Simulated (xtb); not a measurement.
C₇H₈, charge -1, doublet, from a rough starting geometry (a state made from the parent by changing its charge; the spin is typed, not shown lowest); GFN2-xTB run with xtb.

Here is a job for xtb.
```
$ xtb mol.xyz --gfn 2 --chrg -1 --uhf 1 --opt vtight --json

# file mol.xyz
15

C     -2.16795950    -0.05044400     0.03163798
C     -0.67731294    -0.02703883     0.05073875
C     -0.03123955    -1.20172523     0.15339244
C      1.43760628    -1.06909694     0.13477038
C      2.06947564     0.12519498    -0.01634775
C      1.34374942     1.23351909    -0.20430343
C     -0.09367100     1.20442070    -0.16349850
H     -2.57961800     0.84970158     0.30455634
H     -2.59623290    -0.84904872     0.64504578
H     -2.51611182    -0.29076960    -1.03458064
H     -0.45840588    -2.05726895     0.30886763
H      1.98576635    -2.02548421     0.30469256
H      3.14136401     0.10838258    -0.03463759
H      1.76091684     2.19110577    -0.29800605
H     -0.58269596     2.08821865    -0.27415777
```

Output, abridged:

```
   ID    Z sym.   atoms
    1    6 C      1-7
    2    1 H      8-15

           -------------------------------------------------
          |                Calculation Setup                |
           -------------------------------------------------

           -------------------------------------------------
          |                 G F N 2 - x T B                 |
           -------------------------------------------------

          ...................................................
          :                      SETUP                      :
          :.................................................:
          :  # basis functions                  36          :
          :  # atomic orbitals                  36          :
          :  # shells                           22          :
          :  # electrons                        37          :
          :  max. iterations                   250          :
          :  Hamiltonian                  GFN2-xTB          :
          :  restarted?                      false          :
          :  GBSA solvation                  false          :
          :  PC potential                    false          :
          :  electronic temp.          300.0000000     K    :
          :  accuracy                    1.0000000          :
          :  -> integral cutoff          0.2500000E+02      :
          :  -> integral neglect         0.1000000E-07      :
          :  -> SCF convergence          0.1000000E-05 Eh   :
          :  -> wf. convergence          0.1000000E-03 e    :
          :  Broyden damping             0.4000000          :
          :  net charge                         -1          :
          :  unpaired electrons                  1          :
          ...................................................

 iter      E             dE          RMSdq      gap      omega  full diag
   1    -19.4937288 -0.194937E+02  0.346E+00    1.04       0.0  T
   2    -19.5369688 -0.432399E-01  0.183E+00    0.41       1.0  T
   3    -19.5392317 -0.226291E-02  0.989E-01    0.69       1.0  T
   4    -19.5404926 -0.126096E-02  0.287E-01    0.52       1.0  T
   5    -19.5408114 -0.318765E-03  0.124E-01    0.56       1.0  T
   6    -19.5409702 -0.158816E-03  0.544E-02    0.56       1.0  T
   7    -19.5409874 -0.171540E-04  0.262E-02    0.56       1.0  T
   8    -19.5409888 -0.138724E-05  0.160E-02    0.56       1.6  T
   9    -19.5409905 -0.169598E-05  0.296E-03    0.56       8.7  T
  10    -19.5409906 -0.907381E-07  0.950E-04    0.56      27.2  T
  11    -19.5409906 -0.724903E-09  0.243E-04    0.56     106.4  T

   *** convergence criteria satisfied after 11 iterations ***

         :::::::::::::::::::::::::::::::::::::::::::::::::::::
         ::                     SUMMARY                     ::
         :::::::::::::::::::::::::::::::::::::::::::::::::::::
         :: total energy             -19.129353833190 Eh    ::
         :: gradient norm              0.202800928387 Eh/a0 ::
         :: HOMO-LUMO gap              0.558688533390 eV    ::
         ::.................................................::
         :: SCC energy               -19.540973180849 Eh    ::
         :: -> isotropic ES            0.114989627955 Eh    ::
         :: -> anisotropic ES          0.021665450586 Eh    ::
         :: -> anisotropic XC          0.008678928655 Eh    ::
         :: -> dispersion             -0.012555160256 Eh    ::
         :: repulsion energy           0.411619347659 Eh    ::
         :: add. restraining           0.000000000000 Eh    ::
         :: total charge              -1.000000000000 e     ::
         :::::::::::::::::::::::::::::::::::::::::::::::::::::

      -----------------------------------------------------------
     |                   =====================                   |
     |                        A N C O P T                        |
     |                   =====================                   |
     |               Approximate Normal Coordinate               |
     |                Rational Function Optimizer                |
      -----------------------------------------------------------
      -----------------------------------------------------------
     |                   =====================                   |
     |                        A N C O P T                        |
     |                   =====================                   |
     |               Approximate Normal Coordinate               |
     |                Rational Function Optimizer                |
      -----------------------------------------------------------

          ...................................................
          :                      SETUP                      :
          :.................................................:
          :   optimization level         verytight          :
          :   max. optcycles                   300          :
          :   ANC micro-cycles                  20          :
          :   degrees of freedom                39          :
          :.................................................:
          :   RF solver                   davidson          :
          :   write xtbopt.log                true          :
          :   linear?                        false          :
          :   energy convergence         0.1000000E-06 Eh   :
          :   grad. convergence          0.2000000E-03 Eh/α :
          :   maxmium RF displ.          1.0000000          :
          :   Hlow (freq-cutoff)         0.1000000E-01      :
          :   Hmax (freq-cutoff)         5.0000000          :
          :   S6 in model hess.         20.0000000          :
          ...................................................

generating ANC from exact Hessian ...
Using Lindh-Hessian (1995)
 Shifting diagonal of input Hessian by    4.4914103139961966E-003
 Lowest  eigenvalues of input Hessian
    0.000000    0.000000    0.000000    0.000000    0.000000    0.000000
[...]
 * total energy  :   -19.1293538 Eh     change       -0.2571312E-09 Eh
 * total energy  :   -19.1533431 Eh     change       -0.2398928E-01 Eh
 * total energy  :   -19.1569204 Eh     change       -0.3577276E-02 Eh
 * total energy  :   -19.1571978 Eh     change       -0.2774352E-03 Eh
 * total energy  :   -19.1572336 Eh     change       -0.3573770E-04 Eh
 * total energy  :   -19.1572468 Eh     change       -0.1320372E-04 Eh
 * total energy  :   -19.1572498 Eh     change       -0.3070707E-05 Eh
 * total energy  :   -19.1572507 Eh     change       -0.8280697E-06 Eh
 * total energy  :   -19.1572510 Eh     change       -0.2978481E-06 Eh
 * total energy  :   -19.1572511 Eh     change       -0.8954016E-07 Eh
   *** GEOMETRY OPTIMIZATION CONVERGED AFTER 10 ITERATIONS ***
         :: total energy             -19.157251051154 Eh    ::
[...]

           -------------------------------------------------
          |                Property Printout                |
           -------------------------------------------------

    * Orbital Energies and Occupations

         #    Occupation            Energy/Eh            Energy/eV
      -------------------------------------------------------------
         1        2.0000           -0.4338507             -11.8057
       ...           ...                  ...                  ...
         7        2.0000           -0.3224226              -8.7736
         8        2.0000           -0.3109147              -8.4604
         9        2.0000           -0.3096466              -8.4259
        10        2.0000           -0.2899673              -7.8904
        11        2.0000           -0.2633774              -7.1669
        12        2.0000           -0.2531521              -6.8886
        13        2.0000           -0.2424990              -6.5987
        14        2.0000           -0.2302637              -6.2658
        15        2.0000           -0.2095551              -5.7023
        16        2.0000           -0.2022524              -5.5036
        17        2.0000           -0.1727560              -4.7009
        18        2.0000           -0.1517080              -4.1282
        19        0.9977            0.0022997               0.0626 (HOMO)
        20        0.0023            0.0138690               0.3774 (LUMO)
        21                          0.1284993               3.4966
        22                          0.2811118               7.6494
        23                          0.3071381               8.3577
        24                          0.3352531               9.1227
        25                          0.3360873               9.1454
        26                          0.3518612               9.5746
        27                          0.3731773              10.1547
        28                          0.3780502              10.2873
        29                          0.3968916              10.8000
        30                          0.4003829              10.8950
       ...                                ...                  ...
        36                          0.8489910              23.1022
      -------------------------------------------------------------
                  HL-Gap            0.0115693 Eh            0.3148 eV
             Fermi-level           -0.0333099 Eh           -0.9064 eV

     #   Z          covCN         q      C6AA      α(0)
     1   6 C        3.756    -0.078    22.038     6.693
     2   6 C        2.953    -0.019    28.481     8.753
     3   6 C        2.912    -0.120    31.037     9.135
     4   6 C        2.906    -0.113    30.866     9.110
     5   6 C        2.904    -0.049    29.209     8.862
     6   6 C        2.906    -0.115    30.919     9.118
     7   6 C        2.912    -0.117    30.974     9.126
     8   1 H        0.924    -0.008     3.200     2.797
     9   1 H        0.924    -0.008     3.200     2.798
    10   1 H        0.924    -0.010     3.234     2.812
    11   1 H        0.925    -0.073     4.694     3.388
    12   1 H        0.925    -0.075     4.753     3.409
    13   1 H        0.924    -0.069     4.584     3.348
    14   1 H        0.925    -0.075     4.760     3.412
    15   1 H        0.925    -0.072     4.688     3.386

 Mol. C6AA /au·bohr⁶  :       2901.135057
 Mol. C8AA /au·bohr⁸  :      67013.810351
 Mol. α(0) /au        :         86.147939

Wiberg/Mayer (AO) data.
largest (>0.10) Wiberg bond orders for each atom

 ---------------------------------------------------------------------------
     #   Z sym  total        # sym  WBO       # sym  WBO       # sym  WBO
 ---------------------------------------------------------------------------
     1   6 C    3.987 --     2 C    0.998     8 H    0.986     9 H    0.986
                            10 H    0.980
     2   6 C    3.971 --     7 C    1.441     3 C    1.430     1 C    0.998
     3   6 C    3.863 --     2 C    1.430     4 C    1.200    11 H    0.969
                             7 C    0.139
     4   6 C    3.874 --     5 C    1.460     3 C    1.200    12 H    0.970
                             6 C    0.142
     5   6 C    3.980 --     4 C    1.460     6 C    1.451    13 H    0.965
     6   6 C    3.868 --     5 C    1.451     7 C    1.199    14 H    0.970
                             4 C    0.142
     7   6 C    3.871 --     2 C    1.441     6 C    1.199    15 H    0.968
                             3 C    0.139
     8   1 H    1.000 --     1 C    0.986
     9   1 H    1.000 --     1 C    0.986
    10   1 H    1.000 --     1 C    0.980
    11   1 H    0.995 --     3 C    0.969
    12   1 H    0.994 --     4 C    0.970
    13   1 H    0.995 --     5 C    0.965
    14   1 H    0.994 --     6 C    0.970
    15   1 H    0.995 --     7 C    0.968
 ---------------------------------------------------------------------------

Topologies differ in total number of bonds
Writing topology from bond orders to xtbtopo.mol

molecular dipole:
                 x           y           z       tot (Debye)
 q only:       -1.121      -0.072       0.012
   full:       -1.226      -0.079      -0.002       3.122
molecular quadrupole (traceless):
                xx          xy          yy          xz          yz          zz
 q only:       -5.444      -0.189      -2.536      -0.012       1.513       7.980
  q+dip:       -3.168      -0.174      -0.351       0.045       0.557       3.518
   full:       -3.461      -0.153      -1.389       0.040       0.899       4.850

optimized geometry written to: xtbopt.xyz

           -------------------------------------------------
          | TOTAL ENERGY              -19.157251051154 Eh   |
          | GRADIENT NORM               0.000094196645 Eh/α |
          | HOMO-LUMO GAP               0.314816060069 eV   |
           -------------------------------------------------

normal termination of xtb
```
